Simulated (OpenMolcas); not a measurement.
O: effect of the IPEA shift

```json
{
 "Program": "OpenMolcas 26.06",
 "Basis": "ANO-RCC-VTZP [4s3p2d1f]",
 "Scalar Hamiltonian": "DKH2, point nucleus",
 "Active space": "6 electrons in 8 orbitals (2s 2p 3s 3p)",
 "State averaging": "2S+1 = 3 even, 3 roots; 2S+1 = 1 even, 6 roots",
 "Spin-orbit coupling": "state interaction with AMFI integrals over the reference wave functions, term energies averaged over their components"
}
```

Methods on the same reference wave functions:
A. CASSCF
B. SS-CASPT2, IPEA 0 Eh, imaginary shift 0.1 Eh (closed shells correlated: 1s)
C. SS-CASPT2, IPEA 0.25 Eh, imaginary shift 0.1 Eh (closed shells correlated: 1s)

Energies in cm-1 above 2s2 2p4 3P2, the measured ground level; measured values from NIST Handbook of Basic Atomic Spectroscopic Data.

```
      Level      A      B      C  Measured
2s2 2p4 3P2    0.0    0.0    0.0       0.0
2s2 2p4 3P1    140    140    140       158
2s2 2p4 3P0    209    209    209       227
2s2 2p4 1D2  17613  16550  16450     15868
2s2 2p4 1S0  30449  34180  34010     33793
```

Deviations, from unrounded energies. A percentage is the sum of absolute deviations over the sum of measured energies, with the sign that they share, or ± where signs differ.

| Against measurement | Levels | A | B | C |
| --- | --- | --- | --- | --- |
| mean absolute deviation (cm-1) | 4 | 1300 | 280 | 210 |
| fine structure of the ground term (%) | 2 | -9.4 | -9.3 | -9.3 |
| other terms of the ground configuration (%) | 2 | ±10.2 | +2.2 | +1.6 |

C lies closest to measurement on these levels and A furthest from it. The largest miss of C in the table is 2s2 2p4 1D2, by +580 cm-1. The ranking rests on the paired levels alone, and a cruder setting can come out closer through cancelling errors.

Between B and C the level of the table that moves most is 2s2 2p4 1S0, by 170 cm-1 (lowest in C, highest in B). Moves below CASPT2's spread within the term are not significant.

From A to B the spin-free energies of the other terms of 2s2 2p4 shown, above 3P, scale by factors of 0.94 to 1.12.

The lowest spin-free term lies below A's lowest term by 0.099 hartree in B, 0.096 hartree in C.

CASPT2 does not keep the components of a term degenerate, so their means are used; among the terms shown or strongly mixed into the levels shown the widest spread is 12 cm-1 (2s2 2p4 1D, C). Active for correlation alone: 3p 3s; no level in the range computed is led by a configuration that fills them, so any true level of that kind is missing. Without dynamic correlation excited terms often stand tens of per cent too high (terms of higher spin than the ground term too low), and those without a measured partner can miss by more than the paired ones (holds for A). Computed and measured levels are paired by configuration, term and J; levels that our copy of the source lacks, or whose pairing is in doubt (as where it misses far off the trend of its configuration), stay unpaired and out of the deviations. Only configurations of the active space appear.
